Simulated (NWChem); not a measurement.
System: SiNH₄, doublet; SMILES [NH][SiH3]

The following NWChem deck was run.

```
start job
memory heap 200 mb stack 700 mb global 900 mb
geometry units angstroms noautoz
  N      0.084627    -1.241535     0.225293
  Si    -0.015909     0.511934     0.041629
  H      0.667111    -1.654251    -0.516333
  H     -0.854156     1.084133     1.129968
  H     -0.624914     0.856538    -1.285007
  H      1.354039     1.119603     0.100754
end
basis spherical
  * library 6-31+g*
end
dft
  odft
  mult 2
  xc b3lyp
  iterations 150
end
tddft
  cis
  nroots 8
end
task tddft energy
```

Output (shortened):

```
             Northwest Computational Chemistry Package (NWChem) 7.3.0
             --------------------------------------------------------

 C1  symmetry detected

                             Geometry "geometry" -> ""
                             -------------------------

 Output coordinates in angstroms (scale by  1.889725989 to convert to a.u.)

  No.       Tag          Charge          X              Y              Z
 ---- ---------------- ---------- -------------- -------------- --------------
    1 N                    7.0000    -0.09869960    -1.24437869     0.00019942
    2 Si                  14.0000    -0.01464121     0.51954525     0.00009047
    3 H                    1.0000     0.84497935    -1.65559792     0.00022032
    4 H                    1.0000    -1.38975174     1.08833914     0.00989164
    5 H                    1.0000     0.71084954     1.00030179    -1.22144070
    6 H                    1.0000     0.72979704     1.00397426     1.20866614

 Effective nuclear repulsion energy (a.u.)      56.3050116319

                                 NWChem DFT Module
                                 -----------------

 Summary of "ao basis" -> "ao basis" (spherical)
 ------------------------------------------------------------------------------
       Tag                 Description            Shells   Functions and Types
 ---------------- ------------------------------  ------  ---------------------
 N                          6-31+g*                  8       18   4s3p1d
 Si                         6-31+g*                 10       22   5s4p1d
 H                          6-31+g*                  2        2   2s

            General Information
            -------------------
          SCF calculation type: DFT
          Wavefunction type:  spin polarized.
          No. of atoms     :     6
          No. of electrons :    25
           Alpha electrons :    13
            Beta electrons :    12
          Charge           :     0
          Spin multiplicity:     2
          Use of symmetry is: off; symmetry adaption is: off
          Maximum number of iterations: 150
          AO basis - number of functions:    48
                     number of shells:    26
          Convergence on energy requested:  1.00D-06
          Convergence on density requested:  1.00D-05
          Convergence on gradient requested:  5.00D-04

              XC Information
              --------------
                         B3LYP Method XC Potential
                     Hartree-Fock (Exact) Exchange  0.200
                        Slater Exchange Functional  0.800 local
                    Becke 1988 Exchange Functional  0.720 non-local
              Lee-Yang-Parr Correlation Functional  0.810
                  VWN I RPA Correlation Functional  0.190 local

             Grid Information
             ----------------
          Grid used for XC integration:  medium
          Radial quadrature: Mura-Knowles
          Angular quadrature: Lebedev.
          Tag              B.-S. Rad. Rad. Pts. Rad. Cut. Ang. Pts.
          ---              ---------- --------- --------- ---------
          N                   0.65       49          11.0       434
          Si                  1.10       88          10.0       590
          H                   0.35       45          10.0       434
          Grid pruning is: on
          Number of quadrature shells:   317
          Spatial weights used:  Erf1

      Superposition of Atomic Density Guess
      -------------------------------------

 Sum of atomic energies:        -345.10635044

      Non-variational initial energy
      ------------------------------

 Total energy =    -345.521634
 1-e energy   =    -587.766777
 2-e energy   =     185.940132
 HOMO         =      -0.290087
 LUMO         =       0.027967

[...]

                                NWChem TDDFT Module
                                -------------------

            General Information
            -------------------
           No. of orbitals :      96
            Alpha orbitals :      48
             Beta orbitals :      48
        Alpha frozen cores :       0
         Beta frozen cores :       0
     Alpha frozen virtuals :       0
      Beta frozen virtuals :       0
         Spin multiplicity :       2
    Number of AO functions :      48
        Use of symmetry is : off
      Symmetry adaption is : off
         Schwarz screening :  0.10D-07

              XC Information
              --------------
                  B3LYP Method XC Potential
              Hartree-Fock (Exact) Exchange   0.20
                 Slater Exchange Functional   0.80 local
             Becke 1988 Exchange Functional   0.72 non-local
       Lee-Yang-Parr Correlation Functional   0.81
           VWN I RPA Correlation Functional   0.19 local

             TDDFT Information
             -----------------
          Calculation type : Tamm-Dancoff TDDFT
         Wavefunction type : Unrestricted
          No. of electrons :      25
           Alpha electrons :      13
            Beta electrons :      12
              No. of roots :       8
          Max subspacesize :    5600
            Max iterations :     100
               Target root :       1
           Target symmetry : none
      Symmetry restriction : off
                 Algorithm : Optimal
        Davidson threshold :  0.10D-03

    8 smallest eigenvalue differences (eV)
--------------------------------------------------------
  No. Spin  Occ  Vir  Irrep   E(Occ)    E(Vir)   E(Diff)
--------------------------------------------------------
    1    2   12   13 a        -0.285    -0.142     3.877
    2    2   11   13 a        -0.361    -0.142     5.951
    3    2   10   13 a        -0.365    -0.142     6.048
    4    2   12   14 a        -0.285    -0.014     7.371
    5    2    9   13 a        -0.425    -0.142     7.678
    6    1   13   14 a        -0.305    -0.017     7.836
    7    2   12   15 a        -0.285     0.008     7.960
    8    1   12   14 a        -0.311    -0.017     8.004
--------------------------------------------------------

  Entering Davidson iterations
  Unrestricted

  Iter   NTrls   NConv    DeltaV     DeltaE      Time
  ----  ------  ------  ---------  ---------  ---------
    1      8       0     0.75E-01   0.10+100        9.4
    2     16       0     0.21E-01   0.91E-02       11.0
    3     24       0     0.62E-02   0.99E-03       10.6
    4     32       1     0.19E-02   0.14E-03       10.7
    5     39       6     0.46E-03   0.87E-05        9.3
    6     41       7     0.11E-03   0.56E-06        4.6
    7     42       8     0.68E-04   0.31E-07        3.9
  ----  ------  ------  ---------  ---------  ---------
  Convergence criterion met

  Ground state a        -346.586221425730 a.u.
  <S2> =   0.7536

  ----------------------------------------------------------------------------
  Root   1         a              0.051568303 a.u.                1.4032 eV
  <S2> =   0.7594
  ----------------------------------------------------------------------------
     Transition Moments    X -0.00150   Y -0.00022   Z  0.05342
     Dipole Oscillator Strength                    0.0000981950
     Electric Quadrupole                           0.0000000014
     Magnetic Dipole                               0.0000003594
     Total Oscillator Strength                     0.0000985558

     Occ.   11 beta  a   ---  Virt.   13 beta  a        0.12749
     Occ.   12 beta  a   ---  Virt.   13 beta  a        0.98536
     Occ.   12 beta  a   ---  Virt.   23 beta  a       -0.06688
  ----------------------------------------------------------------------------
  Root   2         a              0.165419424 a.u.                4.5013 eV
  <S2> =   0.7818
  ----------------------------------------------------------------------------
     Transition Moments    X  0.00432   Y  0.00011   Z  0.09302
     Dipole Oscillator Strength                    0.0009562553
     Electric Quadrupole                           0.0000000016
     Magnetic Dipole                               0.0000003309
     Total Oscillator Strength                     0.0009565878

     Occ.    8 beta  a   ---  Virt.   13 beta  a        0.07492
     Occ.    9 beta  a   ---  Virt.   13 beta  a       -0.29727
     Occ.   11 beta  a   ---  Virt.   13 beta  a        0.94256
     Occ.   12 beta  a   ---  Virt.   13 beta  a       -0.11224
  ----------------------------------------------------------------------------
  Root   3         a              0.184089868 a.u.                5.0093 eV
  <S2> =   0.8095
  ----------------------------------------------------------------------------
     Transition Moments    X -0.19939   Y -0.57775   Z  0.00662
     Dipole Oscillator Strength                    0.0458508102
     Electric Quadrupole                           0.0000000106
     Magnetic Dipole                               0.0000000000
     Total Oscillator Strength                     0.0458508208

     Occ.   12 alpha a   ---  Virt.   20 alpha a       -0.09197
     Occ.   13 alpha a   ---  Virt.   14 alpha a        0.05066
     Occ.   10 beta  a   ---  Virt.   13 beta  a       -0.98045
     Occ.   12 beta  a   ---  Virt.   14 beta  a        0.07182
  ----------------------------------------------------------------------------
  Root   4         a              0.204216529 a.u.                5.5570 eV
  <S2> =   0.7814
  ----------------------------------------------------------------------------
     Transition Moments    X  0.00265   Y  0.00016   Z  0.27079
     Dipole Oscillator Strength                    0.0099842825
     Electric Quadrupole                           0.0000000101
     Magnetic Dipole                               0.0000007042
     Total Oscillator Strength                     0.0099849967

[...]
```

Level: B3LYP/6-31+G* (spherical d), spin-unrestricted, TDA. Coordinates come from a PBE0/def2-SVP, spin-unrestricted optimisation. No stability test was run on the SCF state.
